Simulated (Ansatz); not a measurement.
The Si3–H4 bond of H4SiSn (SMILES [SiH3][SnH]) is stretched (multiplicity 1, the rest rigid).
Geometry at rest (charge 0, multiplicity 1):
```xyz
6

Sn     0.0224     0.5398     0.4343
H     -0.4134     1.5187    -0.9877
Si    -0.0383    -1.6023    -1.1589
H      0.9401    -1.4462    -2.2703
H     -1.3883    -1.7535    -1.7684
H      0.2796    -2.8778    -0.4649
```

Frozen-core correlation. Filled d and f shells under p-block atoms count as core.

Run with Ansatz (a quantum-chemistry and plane-wave program). Each number belongs to the level named beside it. In def2 rows elements past Kr take small-core potentials, without spin–orbit coupling.

FIC-MRCISD+Q on CASSCF(2,2)/def2-TZVPP, total energies (hartree):

```tsv
R (Å)	CASSCF	MRCISD	weight c² of the reference
1.489	-504.605738	-504.828459	0.88467
2.606	-504.515518	-504.729416	0.88238
4.764	-504.478522	-504.690617	0.88022
```

Question: Add the Davidson correction (E_MRCISD − E_CASSCF)(1 − c²)/c² and give the energies above the first point at the three levels.

Answer: 
Corrections (hartree): -0.029034, -0.028511, -0.028861. Above the first point (kcal/mol):
- R = 2.606 Å: CASSCF 56.6, MRCISD 62.2, with the correction 62.5
- R = 4.764 Å: CASSCF 79.8, MRCISD 86.5, with the correction 86.6
